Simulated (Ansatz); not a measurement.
Cartesian coordinates in Å:
```
C -1.9060 0.3346 -0.8094
C -0.6323 0.5573 -0.0099
C 0.3594 -0.5900 -0.1503
Ge 2.0104 -0.3227 0.8698
H -2.4176 -0.5761 -0.4857
H -2.6031 1.1683 -0.6942
H -1.6859 0.2277 -1.8752
H -0.8859 0.6968 1.0470
H -0.1604 1.4928 -0.3307
H 0.6331 -0.7323 -1.2007
H -0.0932 -1.5294 0.1829
H 2.7240 0.9585 0.3973
H 2.9686 -1.5143 0.6900
H 1.6889 -0.1713 2.3691
```

The species carries charge 0 and has multiplicity 1.

Question: List the B3LYP/def2-TZVPP orbital energies in eV (Ansatz 0.2.0). (An estimate is asked.)

Answer: The calculation gave: Occupied: -10849.81, -1354.20, -1205.10, -1205.10, -1205.09, -276.86, -276.72, -276.52, -168.74, -118.99, -118.99, -118.96, -32.56, -32.56, -32.54, -32.48, -32.48, -21.51, -18.70, -16.19, -14.59, -12.79, -11.58, -10.88, -10.77, -9.57, -9.23, -8.95, -8.93, -8.06. Lowest empty: 0.54, 1.12, 1.52, 1.64, 1.65, 2.20, 2.23, 2.66.

B3LYP here is the variant with VWN-RPA as its local correlation; programs differ in this.
